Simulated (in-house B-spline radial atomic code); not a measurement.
Radial electron density of Ni12+, [Ne] 3s2 3p4. Level of theory: Dirac-Hartree-Fock, average of configuration, Fermi nucleus of rms radius 3.7757 fm; calculated with an all-electron radial atomic-structure program (B-spline basis).

Columns: r (bohr), 4πr²n(r) (electrons per bohr), bar.

```
   0.002   0.7712 #
 0.00238    1.061 #
 0.00282    1.443 ##
 0.00335    1.963 ##
 0.00398    2.656 ###
 0.00472    3.558 ####
 0.00561    4.747 #####
 0.00666    6.264 #######
 0.00791     8.18 #########
 0.00939    10.54 ############
  0.0111    13.29 ###############
  0.0132     16.6 ###################
  0.0157    20.29 #######################
  0.0187     24.2 ############################
  0.0222    27.92 ################################
  0.0263    31.09 ####################################
  0.0312    33.33 ######################################
  0.0371    34.23 #######################################
   0.044     33.6 #######################################
  0.0523    31.65 ####################################
  0.0621    29.14 ##################################
  0.0737    27.23 ###############################
  0.0875    27.06 ###############################
   0.104    29.26 ##################################
   0.123    33.11 ######################################
   0.147    37.08 ###########################################
   0.174    38.27 ############################################
   0.207     35.1 ########################################
   0.245    28.07 ################################
   0.291    19.52 ######################
   0.346    13.06 ###############
   0.411    10.73 ############
   0.488    11.41 #############
   0.579    12.07 ##############
   0.687    10.51 ############
   0.816     7.02 ########
   0.969    3.466 ####
    1.15    1.223 #
    1.37   0.2826 
    1.62  0.04484 
    1.93 0.003839 
    2.29 0.0001869
```

On this grid the curve has 3 maxima, near 0.0371, 0.174, 0.579 bohr.

The 3p1/2 radial function P(r) = rR(r), positive near the nucleus, with its small component Q(r) (sign convention: Q ≈ (P' + κP/r)/2c):

```json
{"r (bohr)": "0.00169", "P": "0.001482", "Q": "0.00569"}
{"r (bohr)": "0.00238", "P": "0.002556", "Q": "0.007853"}
{"r (bohr)": "0.00335", "P": "0.0045", "Q": "0.01078"}
{"r (bohr)": "0.00472", "P": "0.008065", "Q": "0.01469"}
{"r (bohr)": "0.00666", "P": "0.01464", "Q": "0.01984"}
{"r (bohr)": "0.00939", "P": "0.02665", "Q": "0.02637"}
{"r (bohr)": "0.0132", "P": "0.04804", "Q": "0.03424"}
{"r (bohr)": "0.0187", "P": "0.08659", "Q": "0.04337"}
{"r (bohr)": "0.0263", "P": "0.1504", "Q": "0.05234"}
{"r (bohr)": "0.0371", "P": "0.2526", "Q": "0.0594"}
{"r (bohr)": "0.0523", "P": "0.3995", "Q": "0.0613"}
{"r (bohr)": "0.0737", "P": "0.5786", "Q": "0.0544"}
{"r (bohr)": "0.104", "P": "0.7331", "Q": "0.03633"}
{"r (bohr)": "0.147", "P": "0.7378", "Q": "0.009249"}
{"r (bohr)": "0.207", "P": "0.4376", "Q": "-0.01741"}
{"r (bohr)": "0.291", "P": "-0.2157", "Q": "-0.03146"}
{"r (bohr)": "0.411", "P": "-0.9973", "Q": "-0.02615"}
{"r (bohr)": "0.579", "P": "-1.377", "Q": "-0.009239"}
{"r (bohr)": "0.816", "P": "-1.069", "Q": "0.002687"}
{"r (bohr)": "1.15", "P": "-0.454", "Q": "0.003614"}
{"r (bohr)": "1.62", "P": "-0.08947", "Q": "0.001029"}
{"r (bohr)": "2.29", "P": "-0.005965", "Q": "8.315e-05"}
```
